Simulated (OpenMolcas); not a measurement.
# Cr2+, Mo2+, W2+: d⁴ down the group

```yaml
Program: OpenMolcas
Method: SS-CASPT2, IPEA 0.25 Eh, imaginary shift 0.1 Eh
Basis: ANO-R3
Scalar_Hamiltonian: X2C, finite nucleus
Spin-orbit_coupling: state interaction with AMFI integrals over the reference wave functions, term energies averaged over their components
```

Active space for each ion: 4 electrons in 5 orbitals (d); closed shells correlated by CASPT2: Cr2+ 3s 3p; Mo2+ 4s 4p; W2+ 5s 5p.

Computed levels in cm-1 above ⁵D₀:

```
                               Level   Cr2+   Mo2+    W2+
                                 ⁵D₁   66.1    236   2400
                                 ⁵D₂    195    654   4720
                                 ⁵D₃    383   1199   6640
                                 ⁵D₄    624   1833   8110
                              ³P₀(1)  16450  11710  11850
                              ³P₁(1)  16850  12930  15740
                                 ³H₄  17330  13080  14520
                                 ³H₅  17470  13630  17630
                              ³P₂(1)  17550  14770  20220
weight of ⁵D in the lowest level (%)    100     98     68
```

Mixed levels, with the weight of the term that names them: W2+ ⁵D₀ (68 %), W2+ ³P₀(1) (59 %), W2+ ³H₄ (59 %), W2+ ³P₂(1) (73 %).

Measured, with the error of the calculation in %. Measured levels: Cr2+ from Sugar and Corliss, J. Phys. Chem. Ref. Data 6, 317 (1977); Mo2+ from Sugar and Musgrove, J. Phys. Chem. Ref. Data 17, 155 (1988); W2+ from NIST levels as listed in McCann et al., Mon. Not. R. Astron. Soc. 538, 537 (2025).

```csv
Level,Cr2+,Mo2+,W2+
⁵D₁,62.2 (+6.2),242 (-2.5),2256 (+6.2)
⁵D₂,183 (+6.7),668 (-2.2),4461 (+5.9)
⁵D₃,357 (+7.5),1224 (-2.1),6278 (+5.8)
⁵D₄,576 (+8.3),1872 (-2.1),7687 (+5.5)
³P₀(1),16771 (-1.9),11149 (+5.0),9904 (+19.7)
³P₁(1),17169 (-1.9),12510 (+3.4),12881 (+22.2)
³H₄,17274 (+0.3),12680 (+3.2),13701 (+6.0)
³H₅,17397 (+0.4),13276 (+2.7),
³P₂(1),17851 (-1.7),14358 (+2.9),
```

The fine-structure level ⁵D₄ changes by a factor of 13 from Cr2+ to W2+.

Without spin-orbit coupling ³P(1) lies 16810, 12580, 10230 cm-1 above ⁵D in that order; the difference to the level ³P₀(1), of either sign, comes from spin-orbit coupling, which also lowers the zero.

CASPT2 breaks the degeneracy within a term, and the mean is taken; among the terms shown or strongly mixed into the levels shown the widest spread is 220 cm-1 (5d⁴ ³G, W2+). Over all roots computed the reference weight is 0.89 to 0.95 in W2+; the roots of lowest weight are the least certain, and an intruder state may touch them. Levels of configurations with an s electron are missing; early in the row they begin among the upper levels of the d shell and mix with terms of their name (holds for Mo2+). Configurations with an s electron lie low in 5d ions of this charge, fall among these levels and mix in, so low-spin terms can stand far too high, up to twice their true height, and weights are not those of the real levels (holds for W2+). Some terms miss by over 15 % even with CASPT2, which points to a basis or an active space too small for the shells correlated (holds for W2+). Measured partners are found by configuration, term and J. A level has none where our copy of the source lacks it or the pairing is in doubt (some pairs that miss far off the trend of their configuration count as doubtful), and it then counts in no deviation. Levels of configurations outside the active space are missing.

A number in round brackets counts repeated terms of one configuration in the order of the reference energies.
